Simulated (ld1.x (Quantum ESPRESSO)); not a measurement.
bromine (Br): excitation energies, all-electron against PAW

* Element: Br (Z = 35)
* Generator: ld1.x (Quantum ESPRESSO) 7.5
* Type: PAW
* Functional: LDA (PZ)
* Relativity: fully relativistic
* Frozen core: [Ar] 3d10
* Valence charge: 7
* Reference configuration: 4s2 4p5
* Partial waves: 4s (bound): rcut 1.10, rcutus 1.45 bohr; 4s channel at 2.5 Ry: rcut 1.10, rcutus 1.45 bohr; 4p (bound): rcut 1.75, rcutus 1.90 bohr; 4p channel at 0.75 Ry: rcut 1.75, rcutus 1.90 bohr; 4d channel at 0.45 Ry: rc 1.50 bohr
* Local potential: the d channel
* Core correction: Bessel-smoothed model core, default radius (core density twice the valence density)
* Augmentation charge: PSQ, inside the norm-conserving radii

Open shells are filled in proportion to 2j + 1 (rel_dist='average').

Energies are relative to the spin-unpolarised reference configuration 4s2 4p5; without spin polarisation the order of configurations can differ from experiment. The d channel is local and has no spin–orbit splitting in the pseudo-atom.

Give the all-electron excitation energy and the error of the potential for: 4s2 4p4; 4s2 4p3; 4s2 4p2; 4s2 4p5.3; 4s1 4p5; 4s2 4p1; 4s2 4p4.5.

```
valence configuration  charge  ΔE all-electron (eV)  error AE − PS (meV)
              4s2 4p4      +1                12.714                 -2.5
              4s2 4p3      +2                35.664                  -19
              4s2 4p2      +3                69.893                  -74
            4s2 4p5.3    -0.3                -2.009                  0.0
              4s1 4p5      +1                25.746                  -11
              4s2 4p1      +4               116.252                 -209
            4s2 4p4.5    +0.5                 5.153                 -0.4
```

Levels in the configuration 4s2 4p4:

```json
{"level": "4s j=1/2", "all-electron (eV)": "-30.584", "pseudo (eV)": "-30.596"}
{"level": "4p j=1/2", "all-electron (eV)": "-18.029", "pseudo (eV)": "-18.036"}
{"level": "4p j=3/2", "all-electron (eV)": "-17.444", "pseudo (eV)": "-17.450"}
```

The ghost test of this file was not conclusive.
